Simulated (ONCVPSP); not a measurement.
# Plane-wave convergence, ONCV potential for zinc

ONCVPSP 4.0.1 input, shortened (lines: element, Z, core and valence counts, functional; n l f; lmax; l rc ep ncon nbas qcut; lloc lpopt rc5 dvloc0; l nproj debl; icmod fcfact rcfact), Wu-Cohen, scalar-relativistic:

```
  Zn 30.00    3    4  -118130      upf
    1    0    2.00
    2    0    2.00
    2    1    6.00
    3    0    2.00
    3    1    6.00
    3    2   10.00
    4    0    1.00
    2
    0    1.20    0.00    5   10    8.00
    1    0.80    0.00    4    7   17.40
    2    1.15    0.00    4    9   12.50
    4    5    0.70    6.00
    0    2    3.90
    1    3    0.90
    2    2    2.90
    1    0.30    0.00
```

In the p channel the program set the typed energies aside and used -3.419, 0.250, 1.150 Ha.

Question: For each optimised wave give the share of its norm inside rc, the residual kinetic energy above qcut (Ha) and the cutoffs (Ha) for errors of 10, 1, 0.1 and 0.01 mHa per electron.

Answer:

| wave | norm inside rc | residual KE | 10 mHa | 1 mHa | 0.1 mHa | 0.01 mHa |
| --- | --- | --- | --- | --- | --- | --- |
| 3s | 0.960 | 3.6e-04 | 13.2 | 25.2 | 123.6 | 207.5 |
| 4s | 0.055 | 2.3e-04 | 10.5 | 21.9 | 46.6 | 205.3 |
| 3p | 0.669 | 4.2e-07 | 40.0 | 93.1 | 115.3 | 131.8 |
| p projector 2 | 0.015 | 2.5e-08 | 24.2 | 35.9 | 85.3 | 111.4 |
| p projector 3 | 0.025 | 6.8e-08 | 27.8 | 40.3 | 93.6 | 116.5 |
| 3d | 0.762 | 5.6e-05 | 58.6 | 67.6 | 76.0 | 212.2 |
| d projector 2 | 0.054 | 7.0e-05 | 55.0 | 66.8 | 76.6 | 152.3 |

The occupied waves need 93 Ha and 124 Ha for 1 and 0.1 mHa.
